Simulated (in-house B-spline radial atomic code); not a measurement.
**Ionising Os3+ with different functionals**

Computed with a radial B-spline atomic code at the basis-set limit: four-component Dirac-Coulomb Hamiltonian, Fermi nucleus of rms radius 5.4126 fm, spin-restricted, spherical fractional occupations for the functionals. The ionisation energy is the difference of two self-consistent energies, [Xe] 4f14 5d5 → [Xe] 4f14 5d4, without Breit or QED terms; ε is the level of the shell that loses the electron (mean over j). The electron is taken from both j subshells in proportion to 2j + 1, so the result is a j average, not the step between ground levels.

Hybrids are left out here: with spherical fractional occupations of an open shell their exact exchange keeps a self-interaction that integer-occupation calculations don't have.

```json
{"method": "LDA VWN5", "rung": "LDA", "ΔSCF (eV)": "41.78", "-ε(5d) (eV)": "35.28"}
{"method": "relativistic LDA", "rung": "LDA", "ΔSCF (eV)": "41.80", "-ε(5d) (eV)": "35.30"}
{"method": "LDA PW92", "rung": "LDA", "ΔSCF (eV)": "41.78", "-ε(5d) (eV)": "35.28"}
{"method": "LDA exchange-only", "rung": "LDA", "ΔSCF (eV)": "40.22", "-ε(5d) (eV)": "33.76"}
{"method": "PBE", "rung": "GGA", "ΔSCF (eV)": "41.46", "-ε(5d) (eV)": "34.96"}
{"method": "PBEsol", "rung": "GGA", "ΔSCF (eV)": "41.49", "-ε(5d) (eV)": "35.00"}
{"method": "BLYP", "rung": "GGA", "ΔSCF (eV)": "?", "-ε(5d) (eV)": "?"}
{"method": "RPBE", "rung": "GGA", "ΔSCF (eV)": "41.36", "-ε(5d) (eV)": "34.87"}
{"method": "PW91", "rung": "GGA", "ΔSCF (eV)": "41.54", "-ε(5d) (eV)": "35.05"}
{"method": "BP86", "rung": "GGA", "ΔSCF (eV)": "41.57", "-ε(5d) (eV)": "35.09"}
{"method": "AM05", "rung": "GGA", "ΔSCF (eV)": "?", "-ε(5d) (eV)": "?"}
{"method": "OLYP", "rung": "GGA", "ΔSCF (eV)": "41.49", "-ε(5d) (eV)": "34.96"}
```

(1) What does BLYP give?

(2) What does AM05 give?

(3) How do they compare with the NIST value?

Results:

(1) ΔSCF 41.36 eV, and -ε(5d) = 34.88 eV.

(2) ΔSCF 41.49 eV, and -ε(5d) = 34.99 eV.

(3) NIST lists 41 eV ± 1.7 (tabulated theory, ground level to ground level). Errors run from -0.78 to +0.80 eV; all lie within about twice that uncertainty, so the table can't rank the methods.
